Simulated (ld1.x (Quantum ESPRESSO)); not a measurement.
# Configuration tests for potassium (K) (PAW)

- Element: K (Z = 19)
- Generator: ld1.x (Quantum ESPRESSO) 7.5
- Type: PAW
- Functional: revPBE
- Relativity: scalar-relativistic
- Frozen core: [Ne]
- Valence charge: 9
- Reference configuration: 3s2 3p6 4s0.5 4p0.5
- Partial waves: 3s (bound): rcut 1.75, rcutus 2.20 bohr; 4s (bound): rcut 1.75, rcutus 2.20 bohr; 3p (bound): rcut 2.00, rcutus 2.25 bohr; 4p (bound): rcut 2.00, rcutus 2.25 bohr; 3d channel at 0.2 Ry: rcut 1.75, rcutus 2.05 bohr
- Local potential: all-electron potential smoothed inside 2.10 bohr (lloc = -2)
- Core correction: a·sin(br)/r model core, default radius (core density twice the valence density)
- Augmentation charge: PSQ, radius 1.85 bohr

Energies are relative to the spin-unpolarised reference configuration 3s2 3p6 4s0.5 4p0.5; without spin polarisation the order of configurations can differ from experiment.

Q: Give the all-electron excitation energy and the error of the potential for: 3s2 3p6 4s1 4p0; 3s2 3p6 4s0 4p0; 3s2 3p6 4s0.5 4p0; 3s1 3p6 4s1 4p0; 3s2 3p5 4s1 4p0; 3s2 3p6 4s0 4p1.

A:

```csv
valence configuration,charge,ΔE all-electron (eV),error AE − PS (meV)
3s2 3p6 4s1 4p0,0,-0.740,0.0
3s2 3p6 4s0 4p0,+1,3.523,-0.1
3s2 3p6 4s0.5 4p0,+0.5,0.868,0.0
3s1 3p6 4s1 4p0,+1,41.300,-4.6
3s2 3p5 4s1 4p0,+1,24.200,-7.7
3s2 3p6 4s0 4p1,0,0.754,0.0
```

Levels in the configuration 3s2 3p5 4s1 4p0:

| level | all-electron (eV) | pseudo (eV) |
| --- | --- | --- |
| 3s | -48.486 | -48.493 |
| 3p | -31.412 | -31.421 |
| 4s | -8.510 | -8.511 |
